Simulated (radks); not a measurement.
Results of a calculation; reference values are marked as such.
Question: All-electron atom: Ar in [Ar]. Code: a radial shooting solver on a logarithmic mesh with Libxc functionals. Model: non-relativistic Kohn-Sham, r2SCAN, spin-polarised, spherical densities, point nucleus; meta-GGA in the generalised Kohn-Sham scheme. Some entries of the table are withheld. Estimate them.

orbital  occ.  eigenvalue (hartree)  <1/r> (bohr^-1)
1s          2                   (1)              (2)
2s          2             -11.03490              (3)
2p          6              -8.56693            3.445
3s          2                   (4)              (5)
3p          6              -0.39422           0.8251

Answer: 
(1) 1s eigenvalue (hartree): -114.7298
(2) 1s <1/r> (bohr^-1): 17.54
(3) 2s <1/r> (bohr^-1): 3.541
(4) 3s eigenvalue (hartree): -0.92509
(5) 3s <1/r> (bohr^-1): 0.9739
